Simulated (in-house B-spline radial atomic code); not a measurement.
Ionising Mg with different functionals

Computed with a radial B-spline atomic code at the basis-set limit: four-component Dirac-Coulomb Hamiltonian, Fermi nucleus of rms radius 3.057 fm, spin-restricted, spherical fractional occupations for the functionals, and exact exchange of hybrids averaged over the configuration. The ionisation energy is the difference of two self-consistent energies, [Ne] 3s2 → [Ne] 3s1, without Breit or QED terms; ε is the level of the shell that loses the electron (mean over j).

```tsv
method	rung	ΔSCF (eV)	-ε(3s) (eV)
BHandHLYP	global hybrid	7.53	6.03
CAM-B3LYP	range-separated hybrid	7.76	6.49
HSE06	range-separated hybrid	7.79	5.05
wB97X	range-separated hybrid	7.63	7.33
```

**Question.** Among the functionals, which spreads more, the ΔSCF values or the orbital energies?

**Answer.** The orbital energies: ΔSCF values span about 0.26 eV and the orbital energies 2.28 eV; here energy differences depend much less on the functional than eigenvalues do.

**Question.** How do they compare with the NIST value?

**Answer.** NIST lists 7.646 eV (measured, ground level to ground level). Errors run from -0.12 to +0.14 eV; wB97X is closest (-0.02 eV), but part of that can be cancellation, since the calculations leave out Breit-QED terms, spin polarisation, the near-degeneracy of s² and p².
